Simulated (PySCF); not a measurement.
# Spinor energies of Br⁺ (bromine, charge +1)

Start: [Ar] 3d10 4s2 4p3 4d1; 4p3/2 filled at m_j = -1/2, +1/2, +3/2; 4d5/2 filled at m_j = +5/2. Calculated with PySCF 2.14 in x2c-TZVPall-2c with one added diffuse shell each of s, p, d type (7s8p5d1f, 63 functions): generalised Hartree-Fock with the X2C-1e Hamiltonian and a Gaussian nucleus; one run each with spin-orbit coupling (SO) switched off, then screened by Boettger's factors. This is a chosen level, not necessarily the ground level.

```
spinor shell  electrons  ε, spin-free (eV)  ε, screened SO (eV)  weight of nominal j (screened SO)  rms radius, screened SO (bohr)
       1s1/2          2           -13573.0             -13572.7                              1.000                          0.0492
       2s1/2          2            -1841.1              -1841.0                              1.000                           0.205
       2p1/2          2            -1620.4              -1652.9                              1.000                           0.180
       2p3/2          4            -1620.4              -1604.7                              1.000                           0.184
       3s1/2          2            -292.52              -292.50                              1.000                           0.587
       3p1/2          2            -220.35              -225.35                              0.995                           0.601
       3d3/2          4            -100.89              -101.59                              0.947                           0.648
       3d5/2          6            -100.89              -100.40                              0.965                           0.649
       4s1/2          2            -39.577              -39.579                              1.000                            1.74
       4p3/2          3            -27.233              -27.245                              0.627                            2.04
       4d5/2          1             -8.448               -8.439                              1.000                            3.49
```

Q: Where does 3p3/2 lie, and what is the 3p spin-orbit splitting (screened SO)?

A: At -217.95 eV, 7.399 eV above 3p1/2.

| quantity | spin-free | screened SO |
| --- | --- | --- |
| E (hartree) | -2603.50987 | -2603.64991 |
| M_J | 4 | 4 |
| ⟨J²⟩ | 20.004 | 20.005 |
| ⟨L²⟩ | 6.003 | 6.058 |
| ⟨S²⟩ | 6.001 | 5.970 |

Each row is a mean over spinors that exchange with the open shell spreads, by up to 9.773 eV (4s1/2).

Rows whose weight is well below 1 are mixtures of j = l ± 1/2: exchange outweighs spin-orbit coupling there, and the label is only the starting occupation.

Without spin-orbit coupling the j labels of p, d and f shells carry no meaning; the spin-free column gives the mean over the occupied spinors of each nl shell.
